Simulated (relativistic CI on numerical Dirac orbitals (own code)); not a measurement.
## Cu⁴⁺ in a cubic cluster: L2,3 absorption with charge transfer

Computed with a charge-transfer multiplet model of a cubic metal-ligand cluster with up to 3 ligand holes, Slater and spin-orbit integrals from Dirac-Coulomb-Breit ions, Slater integrals scaled by 0.7. The ground state mixes d7 with configurations of k ligand holes L, whose averages lie at kΔ + k(k − 1)U_dd/2; a core hole lowers each added d electron by U_cd. 300 K, Lorentzian 0.4 eV and Gaussian 0.3 eV FWHM.

Atomic integrals in eV (Slater integrals scaled, ζ unscaled), ground: F2dd 10.358, F4dd 6.495, zeta_d 0.120; with the core hole: F2dd 10.861, F4dd 6.812, zeta_d 0.150, zeta_core 13.370, F2cd 6.618, G1cd 5.133, G3cd 2.922.

Cluster parameters (eV): Δ = 0.6, U_dd = 7.8, 10Dq = 2.1, 10Dq(ligand) = 1.3, V(eg) = 1.3, V(t2g) = -0.61, final-state hopping factor = 1.

| Case | n_d | d7 | d8L | d9L2 | d10L3 | S |
| --- | --- | --- | --- | --- | --- | --- |
| U_cd = 7.6 eV | 7.58 | 0.44 | 0.54 | 0.02 | 0.00 | 0.53 |
| U_cd = 8.2 eV | 7.58 | 0.44 | 0.54 | 0.02 | 0.00 | 0.53 |
| U_cd = 8.8 eV | 7.58 | 0.44 | 0.54 | 0.02 | 0.00 | 0.53 |
| U_cd = 9.4 eV | 7.58 | 0.44 | 0.54 | 0.02 | 0.00 | 0.53 |
| U_cd = 10.6 eV | 7.58 | 0.44 | 0.54 | 0.02 | 0.00 | 0.53 |

Weights, n_d and S are thermal averages at 300 K. Photon energies count from the first peak over 30 % of the highest in each spectrum, which can be another peak from case to case. The parameters are a model scan and need not match a compound or its usual spin state. Peaks in eV (height, largest 100):
- U_cd = 7.6 eV: 0.0 (37), 1.3 (100), 2.1 (95), 2.9 (32), 3.8 (14), 5.3 (9), 20.5 (19), 21.9 (56), 22.9 (14), 23.8 (7), 24.4 (5)
- U_cd = 8.2 eV: 0.0 (34), 1.1 (100), 1.8 (78), 2.6 (25), 3.4 (14), 4.0 (13), 4.9 (8), 20.4 (17), 21.7 (53), 22.8 (10), 23.6 (7)
- U_cd = 8.8 eV: 0.0 (32), 1.0 (100), 3.2 (15), 3.9 (14), 5.3 (7), 20.4 (16), 21.5 (53), 22.8 (9), 23.4 (7)
- U_cd = 9.4 eV: 0.0 (32), 0.9 (100), 3.0 (17), 3.7 (13), 5.3 (8), 5.9 (7), 20.4 (15), 21.4 (49), 22.7 (9)
- U_cd = 10.6 eV: 0.0 (100), 2.2 (21), 4.9 (11), 5.6 (11), 20.4 (44), 21.7 (10)

For the case U_cd = 8.8 eV, Δ = 0.6 eV is smaller than U_dd = 7.8 eV, the charge-transfer side of the Zaanen-Sawatzky-Allen scheme. With the core hole the configuration with one ligand hole lies at Δ + U_dd − U_cd = 0.8, 0.2, -0.4, -1.0, -2.2 eV from the one without, in the order of the table; where this is negative the screened configuration lies lower, though the effective hopping of about 2.0 eV (from the holes of the mixed ground state) mixes the two strongly wherever it is as large as the gap.
